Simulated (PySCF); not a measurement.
C2H8Hf, SMILES [CH3][HfH2][CH3], multiplicity 1. Coordinates come from a r2SCAN-D4/def2-SVP optimisation. The spin state was assumed, not searched. The structure was generated by enumeration; whether it is a known compound was not checked. The def2 effective core potentials stand for the cores of Hf; spin–orbit coupling is left out.

Computed equilibrium geometry at r2SCAN-D4/def2-SVP (PySCF confirms it by a frequency run) as bond lengths and angles, and its point group:
point group C2v.
Atoms: Hf1 C2 H3 H4 H5 C6 H7 H8 H9 H10 H11. Bonds (Å): Hf1–C2 2.188, Hf1–C6 2.188, Hf1–H10 1.866, Hf1–H11 1.866, C2–H3 1.109, C2–H4 1.105, C2–H5 1.109, C6–H7 1.109, C6–H8 1.105, C6–H9 1.109. Bond angles (°): C2–Hf1–C6 109.9, C2–Hf1–H10 108.6, C2–Hf1–H11 108.6, C6–Hf1–H10 108.6, C6–Hf1–H11 108.6, H10–Hf1–H11 112.3, Hf1–C2–H3 109.0, Hf1–C2–H4 115.9, Hf1–C2–H5 109.0, H3–C2–H4 107.7, H3–C2–H5 107.2, H4–C2–H5 107.7, Hf1–C6–H7 109.0, Hf1–C6–H8 115.9, Hf1–C6–H9 109.0, H7–C6–H8 107.7, H7–C6–H9 107.2, H8–C6–H9 107.7.
